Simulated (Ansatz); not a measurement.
C₂H₈BNSi (`CN1BC1[SiH3]`), relaxed with RKS PBE0-D4/def2-TZVP in Ansatz 0.2.0 from a PBE-D4/def2-SVP geometry. The force threshold is 0.005 eV/Å; the program also tests the step.

Total charge 0; spin multiplicity 1.

Start:

```xyz
13

C     0.411    1.202   -1.480
N     0.822    0.382   -0.385
B     1.541   -0.033    0.683
C     0.277   -0.874    0.209
Si   -1.373   -0.845    1.127
H    -0.631    1.566   -1.337
H     1.083    2.079   -1.572
H     0.436    0.635   -2.438
H     2.486    0.191    1.392
H     0.459   -1.793   -0.395
H    -2.569   -0.783    0.205
H    -1.512   -2.091    1.962
H    -1.430    0.363    2.028
```

(1) How much energy does the relaxation release, and in how many steps? (Best estimate.)

(2) Which bonds change most? (Best estimate.)

(3) Give the relaxed structure. (An estimate is asked.)

Answers

(1) The calculation gave: 5.14 kJ/mol, in 5 steps.

(2) Ansatz gave: C4–Si5 from 1.888 to 1.864 Å; B3–H9 from 1.202 to 1.183 Å; Si5–H11 from 1.511 to 1.493 Å; C4–H10 from 1.114 to 1.096 Å.

(3) The calculation gave: 
```xyz
13

C     0.403    1.193   -1.469
N     0.809    0.378   -0.379
B     1.520   -0.032    0.675
C     0.272   -0.873    0.208
Si   -1.356   -0.838    1.115
H    -0.621    1.555   -1.326
H     1.071    2.052   -1.553
H     0.432    0.631   -2.408
H     2.448    0.189    1.374
H     0.461   -1.773   -0.387
H    -2.537   -0.773    0.204
H    -1.498   -2.067    1.943
H    -1.404    0.359    2.001
```
